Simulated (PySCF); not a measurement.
C₂H₈N₂Si, SMILES C/C=N/[SiH2]N. Coordinates come from a PBE-D3(BJ)/def2-SVP optimisation. The structure was generated by enumeration; whether it is a known compound was not checked. Other conformers were not sampled.

These are PBE-D3(BJ)/def2-SVP (PySCF) values and carry that method's errors.

Harmonic wavenumbers (cm⁻¹): 81, 121, 165, 188, 235, 304, 409, 461, 549, 700, 755, 809, 827, 883, 889, 891, 945, 1050, 1094, 1309, 1351, 1383, 1396, 1500, 1713, 2110, 2184, 2818, 2960, 3034, 3095, 3479, 3572. Rotational constants (GHz): 13.24, 1.655, 1.576; symmetry number 1.

Work out the zero-point energy and the ideal-gas rigid-rotor harmonic-oscillator thermochemistry at 298.15 K and 1 atm.

ZPE = ½ Σ hcν = ½ × 43258 cm⁻¹ = 258.74 kJ/mol. H − E(el) = 281.78 kJ/mol. Entropy in J/(mol K): translation 164.61, rotation 111.44, vibration 79.12, total 355.16. G − E(el) = 175.89 kJ/mol. Cp = 121.27 J/(mol K). Modes under 150 cm⁻¹ make the vibrational entropy uncertain.
